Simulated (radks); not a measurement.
Species: Tl I. Configuration: [Hg] 6p1. Calculated with a radial shooting solver on a logarithmic mesh with Libxc functionals: Dirac Kohn-Sham, PBE, spin-unpolarised, spherical densities, point nucleus; open shells fill j = l - 1/2 first.

Radial electron density D(r) = 4 pi r^2 rho(r):

```
   r/bohr * D(r) (the largest magnitude, 150, reaches the edge; | marks zero)
 0.002233 |            *
 0.003076 |                  *
 0.004202 |                          *
 0.005787 |                                 *
 0.007969 |                                        *
  0.01097 |                                          *
  0.01511 |                                        *
  0.02081 |                                     *
  0.02866 |                                         *
  0.03947 |                                                  *
  0.05436 |                                                      *
  0.07485 |                                             *
   0.1023 |                                            *
   0.1408 |                                                   *
   0.1939 |                                      *
   0.2671 |                            *
   0.3678 |                                  *
   0.5065 |                      *
   0.6975 |          *
   0.9606 |       *
    1.323 |    *
    1.822 | *
    2.509 |*
    3.427 *
     4.72 *
      6.5 *
    8.951 *
    12.33 *
```

D(r) has 4 maxima, at r = 0.0110, 0.0502, 0.140, 0.359 bohr, and minima at 0.0217, 0.0893, 0.255 bohr, inside which lie 2.04, 11.01, 29.99 electrons.
